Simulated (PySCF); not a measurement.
Input file for PySCF: D3(BJ) and D4 dispersion corrections on Cl2H4Si (a complex).

```python
from pyscf import gto
from pyscf.dispersion import dftd3, dftd4

mol = gto.M(
    atom='''
    Cl    0.18137012    0.42715245   -0.08155604
    H    -0.08917065   -0.45574490    0.81766539
    Si    0.04128378    0.64051478    3.82265477
    Cl   -0.40999953   -1.26877887    3.12522449
    H    -0.05348074    0.60113517    5.29384472
    H    -0.94354843    1.57546705    3.25148283
    H     1.40952153    0.96991602    3.38698211
    ''',
    basis='def2-svp',
    charge=0, spin=0, verbose=0, max_memory=1800)
d3, d4 = {}, {}
for xc in ['hf', 'pbe', 'blyp', 'revpbe', 'tpss', 'r2scan', 'b3lyp', 'pbe0', 'bhlyp', 'camb3lyp', 'b2plyp']:
    d3[xc] = float(dftd3.DFTD3Dispersion(mol, xc=xc, version='d3bj', atm=False).get_dispersion()['energy'])
    print(f'D3(BJ) {xc:10s} {d3[xc]:14.8f} Eh')
for xc in ['hf', 'pbe', 'blyp', 'revpbe', 'tpss', 'r2scan', 'b3lyp', 'pbe0', 'bhlyp', 'camb3lyp', 'b2plyp']:
    d4[xc] = float(dftd4.DFTD4Dispersion(mol, xc={'camb3lyp': 'cam-b3lyp'}.get(xc, xc), atm=True).get_dispersion()['energy'])
    print(f'D4     {xc:10s} {d4[xc]:14.8f} Eh')
```

Output:

```
D3(BJ) hf            -0.03718268 Eh
D3(BJ) pbe           -0.00530599 Eh
D3(BJ) blyp          -0.01171318 Eh
D3(BJ) revpbe        -0.01267748 Eh
D3(BJ) tpss          -0.00696774 Eh
D3(BJ) r2scan        -0.00156190 Eh
D3(BJ) b3lyp         -0.00966077 Eh
D3(BJ) pbe0          -0.00485550 Eh
D3(BJ) bhlyp         -0.00784346 Eh
D3(BJ) camb3lyp      -0.00476342 Eh
D3(BJ) b2plyp        -0.00475417 Eh
D4     hf            -0.01525706 Eh
D4     pbe           -0.00488533 Eh
D4     blyp          -0.01043031 Eh
D4     revpbe        -0.01311866 Eh
D4     tpss          -0.00660322 Eh
D4     r2scan        -0.00122197 Eh
D4     b3lyp         -0.00789937 Eh
D4     pbe0          -0.00422750 Eh
D4     bhlyp         -0.00638247 Eh
D4     camb3lyp      -0.00437800 Eh
D4     b2plyp        -0.00347299 Eh
```

The run finished.

Cost: roughly 0.04 core-seconds.
